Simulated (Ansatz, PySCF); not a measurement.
System: PH, charge 0, multiplicity 3. 
Geometry from a B3LYP-D3(BJ)/def2-TZVP (Ansatz, a quantum-chemistry and plane-wave program) optimisation:
```
P
H 1 1.4285
```
Charge 0, spin multiplicity 3.

Dipole moments at this geometry, in debye (magnitudes).

```
level                    program  dipole (D)
-----------------------  -------  ----------
PBE/def2-TZVPD            Ansatz        0.42
BLYP/def2-TZVPD            PySCF        0.36
TPSS/def2-TZVPD            PySCF        0.45
r2SCAN/def2-TZVPD         Ansatz        0.47
PBE0/def2-TZVPD           Ansatz        0.45
r2SCANh/def2-TZVPD        Ansatz        0.47
r2SCAN0/def2-TZVPD        Ansatz        0.47
PW6B95/def2-TZVPD          PySCF        0.39
M06-2X/def2-TZVPD          PySCF        0.44
MN15/def2-TZVPD            PySCF        0.41
CAM-B3LYP/def2-TZVPD      Ansatz        0.43
LC-wPBE/def2-TZVPD        Ansatz        0.52
wB97X-V/def2-TZVPD        Ansatz           ?
CCSD(T)/aug-cc-pV(D+d)Z   Ansatz           ?
```

Some entries are withheld; supply them.


- wB97X-V/def2-TZVPD, dipole (D): 0.48
- CCSD(T)/aug-cc-pV(D+d)Z, dipole (D): 0.39
